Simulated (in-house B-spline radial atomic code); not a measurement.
**The ruthenium ion Ru⁵⁺: [Ne] 3s2 (3p3/2)4 3d10 4s2 4p6 4d5 (with a hole in an inner shell)**

Computed with a radial B-spline atomic code at the basis-set limit: Dirac-Hartree-Fock, average of the jj configuration, Fermi nucleus of rms radius 4.4809 fm.

Z_r = [3n² - l(l+1)]/(2<r>); Z_e = n√(-2ε); the last column is Slater's effective charge. Values are occupation-weighted means over j. An effective charge above Z reflects the relativistic contraction of the inner shells.

```
shell  electrons   ε (eV)  <r> (bohr)    Z_r    Z_e  Slater
   1s          2   -22400     0.03342  44.88  40.58   43.70
   2s          2  -3412.1      0.1448  41.43  31.67   39.85
   2p          6  -3065.8      0.1267  39.45  30.02   39.85
   3s          2  -716.57      0.3952  34.16  21.77   33.45
   3p          4   -598.6      0.3969  31.50  19.90   33.45
   3d         10  -417.81       0.372  28.23  16.62   24.85
   4s          2  -173.98      0.9625  24.94  14.30   17.95
   4p          6  -135.43       1.035  22.23  12.62   17.95
   4d          5  -82.182       1.219  17.23   9.83    8.60
```

The least bound orbital is 4d5/2 at -82.04 eV, and it is also the most diffuse (<r> = 1.221 bohr). The part-filled 3p shell lies below the filled 4p shell in orbital energy.

For the 1s electron the small component carries 2.59 % of the norm, the zero-frequency Breit interaction raises the level by 44.25 eV, self-energy by 24.79 eV, and vacuum polarisation lowers it by 2.961 eV.

The density falls to 0.001 bohr⁻³ at 2.784 bohr; Σ<r²> = 20.872 bohr² gives, by the non-relativistic formula and without the paramagnetism of open shells, a Langevin diamagnetic susceptibility of -16.53×10⁻⁶ cm³/mol.
